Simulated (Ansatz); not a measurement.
Isolated molecules relaxed with PBE0-D4/def2-TZVP in Ansatz; ΔE leaves out vibrations. CBS: MP2 limit from def2 TZ/QZ plus the TZ coupled-cluster correction, frozen cores. This one scheme is used for every species. DFT in def2-TZVPP. B3LYP here is the variant with VWN-RPA as its local correlation; programs differ in this. HSE06 is defined as in plane-wave codes.

`O=C(F)C(F)(F)F` + HCl → `O=C(Cl)C(F)(F)F` + H–F  (substitution at a C–F bond)

`O=C(F)C(F)(F)F`:

```xyz
7

O    -0.997    1.149   -1.119
C    -0.590    0.140   -0.683
F    -0.936   -1.057   -1.136
C     0.411   -0.018    0.479
F    -0.147   -0.719    1.462
F     1.494   -0.662    0.057
F     0.764    1.166    0.940
```

HCl:

Cartesian coordinates in Å:
```
Cl 0.071 0.594 -0.225
H -0.071 -0.594 0.225
```

`O=C(Cl)C(F)(F)F`:

```xyz
7

O    -0.637    1.464   -0.994
C    -0.614    0.381   -0.534
Cl   -1.844   -0.826   -0.794
C     0.524   -0.139    0.380
F     1.429    0.806    0.550
F     1.105   -1.199   -0.173
F     0.036   -0.488    1.565
```

H–F:

Cartesian coordinates in Å:
```
F 0.204 -0.409 -0.048
H -0.204 0.409 0.048
```

```csv
level,ΔE (kJ/mol),difference from CCSD(T)/CBS
PBE-D4,7.7,0.4
B3LYP-D4,13.4,6.1
r2SCANh-D4,15.2,7.9
HSE06-D4,12.6,5.3
PBE,11.4,4.1
r2SCAN0,17.8,10.5
RPA@PBE/def2-TZVPP,16.5,9.2
MP2/def2-TZVPP,6.0,-1.3
SCS-MP2/def2-TZVPP,12.2,4.9
CCSD/def2-TZVPP,19.4,12.1
CCSD(T)/CBS,7.3,0
```

Largest T1 diagnostic among the species: 0.014.

At CCSD(T), def2-SVP lies +24.4 kJ/mol from the extrapolated value and def2-TZVPP +7.3 kJ/mol. Leaving LDA and LC-ωPBE aside and taking each functional with its dispersion term where it has one, the values, not all of them listed here, spread over 19.1 kJ/mol, from revPBE-D4 to CAM-B3LYP-D4. From PBE to PBE0 (25 % exact exchange), in def2-TZVPP and without D4, ΔE moves by +4.5 kJ/mol.
